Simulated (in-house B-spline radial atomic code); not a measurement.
The outermost shell (largest non-relativistic mean radius) with and without relativity; Dirac values are averaged over j. Computed with a B-spline radial code for spherical atoms: non-relativistic Hartree-Fock and Dirac-Hartree-Fock, averages of the configuration (point nuclei without relativity, finite nuclei with it).

```tsv
ion	configuration	outermost shell	radius non-relativistic (bohr)	radius Dirac (bohr)	radius change (%)	level non-relativistic (eV)	level Dirac (eV)	spin-orbit splitting (eV)
P5+	[He] 2s2 2p6	2s	0.51344	0.51148	-0.38198	-278.973	-280.1	-
S5+	[Ne] 3s1	3s	1.4296	1.4255	-0.28885	-87.377	-87.62	-
Cl5+	[Ne] 3s2	3s	1.3276	1.3232	-0.32636	-94.867	-95.165	-
Ar5+	[Ne] 3s2 3p1	3p	1.2913	1.29	-0.10157	-90.377	-90.418	0.28906
K5+	[Ne] 3s2 3p2	?	?	?	?	?	?	?
Ca5+	[Ne] 3s2 3p3	?	?	?	?	?	?	?
Sc5+	[Ne] 3s2 3p4	3p	1.0607	1.059	-0.16181	-112.766	-112.86	0.63921
Ti5+	[Ne] 3s2 3p5	3p	1.0015	0.99962	-0.18443	-120.457	-120.57	0.8081
V5+	[Ne] 3s2 3p6	?	?	?	?	?	?	?
Cr5+	[Ar] 3d1	3d	0.94795	0.9506	0.28021	-91.032	-90.655	0.12603
```

Q: Fill in the row of K5+.

A: outermost shell: 3p; radius non-relativistic (bohr): 1.2038; radius Dirac (bohr): 1.2024; radius change (%): -0.12039; level non-relativistic (eV): -97.730; level Dirac (eV): -97.785; spin-orbit splitting (eV): 0.38303.

Q: Fill in the row of Ca5+.

A: outermost shell: 3p; radius non-relativistic (bohr): 1.1277; radius Dirac (bohr): 1.1261; radius change (%): -0.14047; level non-relativistic (eV): -105.192; level Dirac (eV): -105.26; spin-orbit splitting (eV): 0.49868.

Q: Fill in the row of V5+.

A: outermost shell: 3p; radius non-relativistic (bohr): 0.949; radius Dirac (bohr): 0.94702; radius change (%): -0.20802; level non-relativistic (eV): -128.263; level Dirac (eV): -128.4; spin-orbit splitting (eV): 1.0092.

Q: Which member changes most?

A: Phosphorus (P5+): its 2s shell contracts by 0.4 %.
